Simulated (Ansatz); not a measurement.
Relaxation of C$_{2}$H$_{8}$N$_{2}$SSi (14 atoms, charge 0, multiplicity 1), to a largest force component of 0.02 eV/Å in at most 40 steps.

Computed with RKS BLYP-D4/STO-3G (Ansatz 0.2.0).

```xyz
14
Properties=species:S:1:pos:R:3
C -1.608 -0.050 -1.034
C -0.890 -0.404 0.196
S -0.878 0.759 1.516
N 0.274 -1.261 0.100
Si 1.356 -0.419 -0.614
N 2.239 0.105 0.768
H -2.685 0.144 -0.784
H -1.254 0.947 -1.493
H -1.618 -0.775 -1.765
H -0.512 1.847 0.840
H 0.435 -1.649 1.033
H 1.123 0.788 -1.410
H 2.439 -0.697 1.308
H 1.567 0.634 1.369
```

Problem. Where does it end, and by what steps?

Solution. The run converged. Limits of this set-up: minimal basis. After 25 steps the energy has fallen by 4.399 eV; H10 moved furthest, 1.19 Å. The start is strongly strained (largest force component 9 eV/Å).

```tsv
step	energy less start (eV)	largest force component (eV/Å)	accepted
0	0.0000	9.494	yes
1	-2.3794	6.545	yes
2	-3.6437	3.328	yes
3	-3.9434	2.216	yes
4	-4.1352	1.448	yes
5	-4.2108	1.159	yes
6	-4.2616	0.455	yes
7	-4.2950	0.375	yes
8	-4.3187	0.302	yes
9	-4.3325	0.235	yes
10	-4.3497	0.259	yes
11	-4.3642	0.469	yes
12	-4.3732	0.748	yes
13	-4.3825	0.315	yes
14	-4.3930	0.221	yes
15	-4.3923	0.237	no
16	-4.3972	0.043	yes
17	-4.3977	0.032	yes
18	-4.3980	0.036	yes
19	-4.3984	0.038	yes
20	-4.3987	0.050	yes
21	-4.3991	0.046	yes
22	-4.3992	0.032	yes
23	-4.3992	0.037	yes
24	-4.3993	0.025	yes
25	-4.3993	0.007	yes
```

```xyz
14
Properties=species:S:1:pos:R:3
C -1.610 0.167 -1.079
C -0.829 -0.279 0.182
S -0.881 0.732 1.659
N -0.120 -1.477 0.123
Si 1.698 -0.866 -0.681
N 2.167 -0.033 0.833
H -2.704 0.015 -0.931
H -1.443 1.238 -1.318
H -1.290 -0.449 -1.942
H -1.667 1.720 1.103
H 0.215 -1.654 1.139
H 1.143 0.369 -1.321
H 2.892 -0.504 1.440
H 2.418 0.993 0.821
```

Whether the end is a true minimum wasn't checked by a vibrational analysis.

The run took 110 s on 1 thread of Arm Neoverse V1, on a shared host, peak memory 0.15 GiB.
